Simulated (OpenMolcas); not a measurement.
## Ar⁺: effect of the basis set

```json
{"Program": "OpenMolcas", "Method": "RASSCF", "Active space": "7 electrons in 9 orbitals (RAS2 3s 3p; RAS3 3d, at most 2 electrons)", "State averaging": "2S+1 = 2 odd, 3 roots; 2S+1 = 2 even, 1 root", "Spin-orbit coupling": "state interaction with AMFI integrals over the reference wave functions, term energies averaged over their components"}
```

A. ANO-RCC-VTZP [5s4p2d1f], DKH2, point nucleus; cost of the order of 10 core-seconds
B. ANO-R2 [5s4p3d1f], X2C, finite nucleus; cost about 19 core-seconds
C. ANO-RCC-VQZP [6s5p3d2f1g], DKH2, point nucleus; cost about 14 core-seconds
D. ANO-RCC [8s7p5d4f2g], DKH2, point nucleus; cost about 40 core-seconds

Energies in cm⁻¹ above 3s² 3p⁵ ²P°_3/2, the measured ground level; measured values from NIST Handbook of Basic Atomic Spectroscopic Data.

```json
{"Level": "3s² 3p⁵ ²P°_3/2", "A": "0.0", "B": "0.0", "C": "0.0", "D": "0.0", "Measured": "0.0"}
{"Level": "3s² 3p⁵ ²P°_1/2", "A": "1268", "B": "1270", "C": "1282", "D": "1277", "Measured": "1432"}
{"Level": "3s 3p⁶ ²S_1/2", "A": "114605", "B": "113827", "C": "113760", "D": "113177", "Measured": "108722"}
```

Deviations, from unrounded energies. A percentage is the sum of absolute deviations over the sum of measured energies, with the sign that they share, or ± where signs differ.

| Against measurement | Levels | A | B | C | D |
| --- | --- | --- | --- | --- | --- |
| mean absolute deviation (cm-1) | 2 | 3000 | 2600 | 2600 | 2300 |
| fine structure of the ground term (%) | 1 | -11.4 | -11.3 | -10.4 | -10.8 |
| other configurations (%) | 1 | +5.4 | +4.7 | +4.6 | +4.1 |

D lies closest to measurement on these levels and A furthest from it. The largest miss of D in the table is 3s 3p⁶ ²S_1/2, by +4500 cm-1. The ranking rests on the paired levels alone, and a cruder setting can come out closer through cancelling errors.

Among A to D the level of the table that moves most is 3s 3p⁶ ²S_1/2, by 1400 cm-1 (lowest in D, highest in A).

Without dynamic correlation excited terms often stand tens of per cent too high (terms of higher spin than the ground term too low), and those without a measured partner can miss by more than the paired ones. Active for correlation alone: 3d; no level in the range computed is led by a configuration that fills it, so any true level of that kind is missing. Some terms mix strongly with configurations of 3d, whose occupation reaches 0.30 (3s 3p⁶ ²S) (figures for A; the like holds for B, C, D). Measured partners are found by configuration, term and J. A level has none where our copy of the source lacks it or the pairing is in doubt (some pairs that miss far off the trend of their configuration count as doubtful), and it then counts in no deviation. Only configurations of the active space appear.

° marks odd parity.
